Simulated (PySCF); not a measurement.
Computed shifts of a molecule CH4ClFOSi, PBE/pcSseg-1 run with PySCF, GIAO, gas phase, equivalent atoms averaged, in ppm (number of nuclei): ²⁹Si: -26.2 (1). ¹⁹F: -150.6 (1). ¹³C: 56.9 (1). ¹H: 5.62 (1), 4.22 (3). References: ²⁹Si against TMS (σ = 335.4 ppm); ¹⁹F against CFCl3 (σ = 133.6 ppm); ³⁵Cl against HCl (σ = 936.5 ppm); ¹⁷O against H2O (σ = 334.3 ppm); ¹³C against TMS (σ = 182.0 ppm); ¹H against TMS (σ = 31.49 ppm), references at their B3LYP-D3(BJ)/def2-TZVP geometries, non-relativistic (without spin–orbit terms, shifts of atoms bonded to Cl or Br come out too high). Coordinates come from a B3LYP-D3(BJ)/def2-SVP optimisation. The values are those of a single conformer.

**Question.** Which molecule gave these data?
A) CO[SiH](F)Cl
B) C[Si@](O)(F)Cl
C) O[Si@@H](Cl)CF
D) OC[Si@@H](F)Cl

**Answer.** A, CO[SiH](F)Cl
